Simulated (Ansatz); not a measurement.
Consider the formal exchange of groups at a C–C bond: `C/C=N/O` + `C[SiH](Cl)Cl` → `CC[SiH](Cl)Cl` + `C=NO`.

Program: Ansatz. Geometries: PBE0-D4/def2-TZVP. ΔE: electronic, gas phase. CCSD(T)/CBS adds triple-zeta CCSD(T) − MP2 to the extrapolated MP2 energy (def2 sets, frozen cores). This one scheme is used for every species. Functionals use def2-TZVPP. Each species was taken in one conformer, which may not be the lowest.

Problem. Is it downhill or uphill in electronic energy at CCSD(T)/CBS, and by how much? (Estimate.)

Solution. The calculation gave: Uphill: ΔE = +6.8 kcal/mol.

Problem. What do these levels give: CAM-B3LYP-D4, PBE-QIDH, revPBE, r2SCAN, CAM-B3LYP, RPA@PBE/def2-TZVPP, HF/def2-SVP, HF/def2-TZVPP, CCSD(T)/def2-TZVPP, SCS-MP2/def2-QZVPP, MP2/CBS(def2), CCSD/CBS(def2)? (An estimate is asked.)

Solution. Ansatz gave: CAM-B3LYP-D4 7.5, PBE-QIDH 7.5, revPBE 8.0, r2SCAN 8.1, CAM-B3LYP 8.1, RPA@PBE/def2-TZVPP 5.9, HF/def2-SVP 7.5, HF/def2-TZVPP 8.1, CCSD(T)/def2-TZVPP 6.7, SCS-MP2/def2-QZVPP 6.9, MP2/CBS(def2) 7.0, CCSD/CBS(def2) 6.9 kcal/mol.

Largest T1 diagnostic among the species: 0.014.

Leaving LDA and LC-ωPBE aside and taking each functional with its dispersion term where it has one, the values, not all of them listed here, spread over 1.4 kcal/mol, from revPBE-D4 to B97M-V. The D4 term adds −1.0 kcal/mol with B3LYP and −0.6 kcal/mol with PBE0; it sums over pairs of atoms, weighted by their polarisabilities, and B3LYP, whose exchange is more repulsive, gets the larger term.

B3LYP here is the variant with VWN-RPA as its local correlation; programs differ in this.
